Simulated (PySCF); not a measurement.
Vertical excitations of a molecule C2H6FInO from TDDFT-PBE/def2-SVPD (PySCF), as energy in eV (oscillator strength): 4.01 (0.007), 4.26 (0.003), 4.48 (0.004), 4.94 (0.155), 5.73 (0.029), 5.86 (0.008), 5.87 (0.003), 5.99 (0.014), 6.20 (0.003), 6.29 (0.002). Lowest triplet (TDA): 3.69 eV. Geometry: B3LYP-D3(BJ)/def2-SVP. The def2 effective core potentials stand for the cores of In; spin–orbit coupling is left out. The values are those of a single conformer.

### Question
Which structure fits?
A. C[O][In]([CH3])[F]
B. C[CH2][In]([OH])[F]
C. CC[O][InH][F]

### Answer
C, CC[O][InH][F]
